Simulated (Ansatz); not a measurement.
Basis-set series for `[CH3][GeH][CH3]` radical. Total charge 0; spin multiplicity 2. All single points use the PBE0-D4/def2-TZVP geometry.

| atom | x (Å) | y (Å) | z (Å) |
| --- | --- | --- | --- |
| C1 | -1.0976 | -0.2748 | 1.1738 |
| Ge2 | 0.7557 | -0.1728 | 0.5326 |
| C3 | 0.8018 | 0.0413 | -1.4190 |
| H4 | -1.6334 | 0.6370 | 0.8953 |
| H5 | -1.1249 | -0.3778 | 2.2586 |
| H6 | -1.6074 | -1.1289 | 0.7264 |
| H7 | 1.4865 | 1.0162 | 1.2131 |
| H8 | 0.3129 | -0.8038 | -1.9049 |
| H9 | 0.2764 | 0.9582 | -1.7004 |
| H10 | 1.8300 | 0.1053 | -1.7755 |

```json
{"functional": "PBE0-D4", "basis": "def2-SVP", "functions": "95", "energy (Eh)": "-2156.71280", "HOMO (eV)": "-5.48", "LUMO (eV)": "-2.01"}
{"functional": "PBE0-D4", "basis": "def2-TZVPP", "functions": "208", "energy (Eh)": "-2157.06463", "HOMO (eV)": "-5.52", "LUMO (eV)": "-2.05"}
{"functional": "ωB97M-V", "basis": "def2-SVP", "functions": "95", "energy (Eh)": "-2156.88856", "HOMO (eV)": "-7.44", "LUMO (eV)": "-0.18"}
{"functional": "ωB97M-V", "basis": "def2-TZVPP", "functions": "208", "energy (Eh)": "-2157.24616", "HOMO (eV)": "-7.49", "LUMO (eV)": "-0.28"}
```

Give the rows for def2-QZVPP. (Estimate.)

Computed: 
```tsv
functional	basis	functions	energy (Eh)	HOMO (eV)	LUMO (eV)
PBE0-D4	def2-QZVPP	413	-2157.11432	-5.54	-2.11
ωB97M-V	def2-QZVPP	413	-2157.29501	-7.51	-0.41
```

HOMO and LUMO are taken over both spins. Scalar relativity is left out up to krypton.
